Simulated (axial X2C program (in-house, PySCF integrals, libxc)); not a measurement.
AgF: nuclear properties from DFT to coupled cluster

Calculated with an axial X2C code built on PySCF integrals: two-component X2C with atomic mean-field Coulomb and Gaunt terms, Gaussian nuclei, basis Ag dyall-acv3z, F dyall-av3z with contracted cores.

R = 1.990 Å (near the PBE0 minimum at charge 0 of the determinant lowest at the starting distance; the state shown can have its own minimum elsewhere); state Ω = 0 (closed shell).

```tsv
level	qzz Ag (a.u.)	qzz F (a.u.)	μ (D)
PBE0	-1.09	1.51	-5.76
HF	-2.53	0.90	-6.83
B3LYP	-0.85	1.59	-5.60
```

qzz is the electric field gradient, eQq0 = 234.96 MHz × Q/barn × qzz; μ is positive if the F end (last atom) is positive. The operators were transformed with the bare-nucleus X2C matrices; with these basis sets, hyperfine constants and field gradients can be off by tens of per cent, and where levels differ in sign neither size nor sign is settled.

Finite-field MP2, CCSD and CCSD(T), with 26 electrons correlated in 130 natural virtual spinors (MP2 remainder added):

```tsv
level	qzz Ag (a.u.)	qzz F (a.u.)	μ (D)
MP2	-1.70	1.30	-6.04
CCSD	-1.83	1.22	-6.20
CCSD(T)	-1.70	1.28	-6.05
```

T1 = 0.015 (Lee–Taylor). One unrestricted determinant, the lowest of a limited PBE0 search, is the reference; the functionals treat spin collinearly. Correlation of the inner shells is missing, which matters for properties at the nucleus. Number of frozen shells: Ag 3 s, 2 p, 1 d; F 1 s.

By how much does correlation change each value, CCSD(T) against HF?

qzz Ag -33 %; qzz F 42 %; μ -11 %.
